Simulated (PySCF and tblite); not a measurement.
The numbers below are computed, except where a source is named.
C8H12, numbered as in [CH:1]#[C:2][C@@H:3]1[CH2:4][CH2:5][CH2:6][C@H:7]1[CH3:8].

Conformers came from 60 starts (ETKDG and KDG, MMFF94s, GFN2-xTB); geometries are GFN2-xTB. Free energies are PBE0-D3(BJ)/pcSseg-1 single points with GFN2-xTB rigid-rotor and vibrational terms (modes under about 100 cm⁻¹ blended into free rotors). Symmetry numbers and mirror images are counted. Conformers within 3 kcal/mol (GFN2-xTB free energy) were kept, 10 at most. Of two unlike H on one atom, a is the less shielded (PBE0/pcSseg-1). (PySCF 2.14, tblite 0.8.)

An NOE distance is ⟨r⁻⁶⟩^(−1/6) over all pairs of like atoms and, for the average, over conformers.

The 5-ring runs over atoms 3–4–5–6–7.

```
conformer                                                                    shape  weight %
        1                     5-ring envelope (ring torsions -27, 42, -39, 22, 3°)      83.1
        2  5-ring between envelope and twist (ring torsions 10, -31, 40, -34, 15°)      16.9
```

Problem. Which H–H contacts under 3.5 Å would NOEs report (pairs on one atom left out) at 298.15 K?

Solution. 
```
       pair  in 1 (Å)  in 2 (Å)  average (Å)
 H3 ··· H4a      2.29      2.34         2.30
H4a ··· H5b      2.38      2.32         2.37
H4b ··· H5a      2.37      2.35         2.37
 H6a ··· H7      2.43      2.39         2.42
H5a ··· H6a      2.44      2.38         2.43
H5b ··· H6b      2.46      2.39         2.44
  H7 ··· H8      2.59      2.59         2.59
H5b ··· H6a      2.67      3.03         2.71
 H5a ··· H7      2.64      4.18         2.72
  H3 ··· H8      2.73      2.77         2.73
H4b ··· H5b      2.74      2.96         2.77
 H6b ··· H8      2.84      2.84         2.84
 H3 ··· H4b      2.90      2.82         2.89
  H3 ··· H7      3.01      2.71         2.94
H4a ··· H6b      2.87      4.04         2.95
 H6b ··· H7      3.05      2.67         2.95
H5a ··· H6b      3.05      2.71         2.97
H4a ··· H5a      3.03      2.86         2.99
 H3 ··· H6b      2.94      4.21         3.02
 H6a ··· H8      3.18      3.88         3.25
```

Longer pairs under the limit may be missing.

Problem. In a model where alignment follows shape alone (order matrix 0.002 × (3G/tr G − 1)/2, G the second moments of the atom positions; splitting J + 2D), what are the one-bond C–H dipolar couplings D?

Solution. H1 -7.5 Hz (-7.0 in conformer 1), H3 11.1 Hz (11.9 in conformer 1), H4a 10.4 Hz (11.5 in conformer 1), H4b -5.6 Hz (-5.1 in conformer 1), H5a 10.2 Hz (12.0 in conformer 1), H5b -6.7 Hz (-6.2 in conformer 1), H6a 3.2 Hz (4.6 in conformer 1), H6b 6.4 Hz (8.8 in conformer 1), H7 10.1 Hz (11.6 in conformer 1), H8 1.3 Hz (1.1 in conformer 1).
